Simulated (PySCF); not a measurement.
# Energy of Pd- (palladium, charge -1) between two integer charges

The 5s alpha orbital of [Kr] 4d10 5s1 is emptied in steps (occupation f), with all orbitals relaxed, ending at [Kr] 4d10. Calculation: PySCF 2.14, in aug-cc-pVTZ-PP with ECP28MDF (6s6p5d3f2g, 88 functions); scalar relativity through the core potential. The exact energy is a straight line in f; departures are measured from the line between the end points of the same method.

```
  f  UHF (eV)  LDA (eV)  PBE (eV)
  1     0.000     0.000     0.000
0.9     0.002    -0.205    -0.197
0.7     0.005    -0.495    -0.474
0.5     0.005    -0.606    -0.581
0.3     0.004    -0.521    -0.501
0.1     0.002    -0.227    -0.219
  0     0.000     0.000     0.000
```

| method | E(f=0) − E(f=1) (eV) | −ε at f=1 (eV) | −ε at f=0.5 (eV) |
| --- | --- | --- | --- |
| UHF | -0.240 | -0.215 | -0.241 |
| LDA | 1.152 | -1.087 | 1.075 |
| PBE | 0.932 | -1.215 | 0.852 |

Orbital energy along the path (eV):

```
  f    UHF     LDA     PBE
  1  0.215   1.087   1.215
0.9  0.221   0.708   0.850
0.7  0.232  -0.134   0.044
0.5  0.241  -1.075  -0.852
0.3  0.249  -2.090  -1.825
0.1  0.256  -3.155  -2.860
  0  0.260  -3.700  -3.395
```

At f = 1 the orbital energy is positive for UHF, LDA, PBE: only the finite basis holds the electron.

Reference removal energy between the ground levels: 0.562 eV (measured; photodetachment measurements, as compiled on the Wikipedia data page of electron affinities). UHF lacks correlation.
